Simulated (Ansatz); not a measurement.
Cost and result for the atomization energy of ClH₅N₂Si₂ (10 atoms, 9 bonds).

```xyz
10

N     0.574   -1.163   -1.693
Si    0.228    0.492   -1.292
Cl   -1.929    0.588   -0.987
N     0.523    0.333    0.523
Si   -0.366    0.772    1.833
H     0.025   -1.922   -1.312
H     0.817   -1.352   -2.653
H     1.450   -0.038    0.712
H    -1.653    1.464    1.731
H     0.330    0.826    3.137
```

Charge 0, multiplicity 1. The bonds changed during the relaxation, so this is another structure than the one it started from. The geometry is a stationary point of PBE0-D4/def2-TZVP. It is one conformer, not always the lowest. Program: Ansatz. All runs use 4 threads of an Intel Xeon Platinum 8259CL on a shared host. Times are those of one run each, without the atoms' runs, and a repeat can differ threefold. Electronic energies, without spin–orbit coupling; frozen cores. CCSD(T)/CBS adds CCSD(T) − MP2 in def2-TZVPP to the MP2 limit, and its time is that of the two runs behind it. T1 = 0.026. B3LYP takes the VWN-RPA correlation (the form of Gaussian; ORCA's B3LYP/G). HSE06 is the plane-wave form, built on full-range PBE exchange.

CCSD(T)/CBS is a level of theory with its own doubt, some kJ/mol a heavy atom from the limit and from the frozen cores, so smaller differences don't rank the functionals.

```csv
level,functions,wall time,atomization (kcal/mol),difference from CCSD(T)/CBS,per bond
LDA (SPW92)/def2-TZVPP,258,3.4 s,886.5,121.9,13.5
revPBE-D4/def2-TZVPP,258,5.5 s,764.5,-0.1,0.0
BLYP-D4/def2-TZVPP,258,6 s,775.4,10.8,1.2
PBE0-D4/def2-TZVPP,258,7 s,760.7,-3.9,-0.4
HSE06-D4/def2-TZVPP,258,7.5 s,761.7,-2.9,-0.3
CAM-B3LYP-D4/def2-TZVPP,258,8 s,766.2,1.6,0.2
B3LYP-D4/def2-TZVPP (with forces),258,9.5 s,769.3,4.7,0.5
CCSD(T)/def2-SVP,107,9.5 s,686.3,-78.3,-8.7
B2PLYP/def2-TZVPP,258,12 s,753.6,-11.0,-1.2
ωB97M-V/def2-TZVPP (with forces),258,20 s,769.0,4.4,0.5
MP2/def2-QZVPP,474,40 s,763.7,-0.9,-0.1
CCSD(T)/def2-TZVPP,258,2.9 min,733.5,-31.1,-3.5
CCSD(T)/CBS(def2),–,3.6 min,764.6,0.0,0.0
```

From r2SCAN to r2SCAN0 (25 % exact exchange), in def2-TZVPP and without D4, the atomization energy moves by −19.0 kcal/mol: exact exchange takes away binding that semilocal exchange gives to molecules. The D4 term adds +12.4 kcal/mol with B3LYP and +6.4 kcal/mol with PBE0; it sums over pairs of atoms, weighted by their polarisabilities, and B3LYP, whose exchange is more repulsive, gets the larger term. In def2-TZVPP, CCSD(T) changes the Hartree–Fock value by +233.1 kcal/mol (the triples alone add +16.6 kcal/mol) and MP2 by +244.5 kcal/mol; breaking electron pairs costs correlation energy, which Hartree–Fock lacks.
